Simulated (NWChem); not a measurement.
CH$_{4}$F$_{2}$O$_{2}$Si; SMILES O[SiH](O)C(F)F

```xyz
10

O     -1.3729    -0.9662     0.7405
Si    -0.2144    -0.8316    -0.4346
O      1.0440    -1.8593    -0.1637
C      0.3542     1.0001    -0.3242
F      1.1597     1.1528     0.7652
F     -0.7655     1.7640    -0.1152
H     -1.7659    -0.1298     1.0146
H     -0.7082    -1.1465    -1.7954
H      1.4571    -1.8241     0.7052
H      0.8853     1.4229    -1.1967
```
Atoms are numbered in this order, from 1.

Level: PBE0/def2-SVP (NWChem), optimised geometry, unscaled harmonic frequencies. 

List the harmonic frequencies with IR intensities, and the thermochemistry.


```json
[
 {"frequency (cm⁻¹)": "42", "IR intensity (km/mol)": "3.0"},
 {"frequency (cm⁻¹)": "111", "IR intensity (km/mol)": "5.9"},
 {"frequency (cm⁻¹)": "158", "IR intensity (km/mol)": "19.4"},
 {"frequency (cm⁻¹)": "231", "IR intensity (km/mol)": "57.0"},
 {"frequency (cm⁻¹)": "271", "IR intensity (km/mol)": "79.2"},
 {"frequency (cm⁻¹)": "317", "IR intensity (km/mol)": "37.8"},
 {"frequency (cm⁻¹)": "366", "IR intensity (km/mol)": "68.7"},
 {"frequency (cm⁻¹)": "427", "IR intensity (km/mol)": "77.6"},
 {"frequency (cm⁻¹)": "562", "IR intensity (km/mol)": "5.8"},
 {"frequency (cm⁻¹)": "653", "IR intensity (km/mol)": "8.6"},
 {"frequency (cm⁻¹)": "771", "IR intensity (km/mol)": "40.2"},
 {"frequency (cm⁻¹)": "799", "IR intensity (km/mol)": "166.1"},
 {"frequency (cm⁻¹)": "852", "IR intensity (km/mol)": "61.8"},
 {"frequency (cm⁻¹)": "891", "IR intensity (km/mol)": "218.9"},
 {"frequency (cm⁻¹)": "907", "IR intensity (km/mol)": "162.5"},
 {"frequency (cm⁻¹)": "986", "IR intensity (km/mol)": "145.6"},
 {"frequency (cm⁻¹)": "1092", "IR intensity (km/mol)": "180.6"},
 {"frequency (cm⁻¹)": "1145", "IR intensity (km/mol)": "87.5"},
 {"frequency (cm⁻¹)": "1337", "IR intensity (km/mol)": "11.2"},
 {"frequency (cm⁻¹)": "1366", "IR intensity (km/mol)": "5.7"},
 {"frequency (cm⁻¹)": "2300", "IR intensity (km/mol)": "127.6"},
 {"frequency (cm⁻¹)": "3075", "IR intensity (km/mol)": "34.4"},
 {"frequency (cm⁻¹)": "3904", "IR intensity (km/mol)": "116.2"},
 {"frequency (cm⁻¹)": "3924", "IR intensity (km/mol)": "117.8"}
]
```

* **zero-point energy**: 37.8 kcal/mol
* **thermal correction to the enthalpy at 298.15 K (with zero-point energy)**: 43.3 kcal/mol
* **heat capacity Cv**: 26.0 cal/(mol K)
* **entropy at 298.15 K and 1 atm (symmetry number 1)**: 87.3 cal/(mol K)
* **dipole moment**: 0.74 D

Rigid rotor and harmonic oscillator; modes under 100 cm⁻¹ make the entropy uncertain.
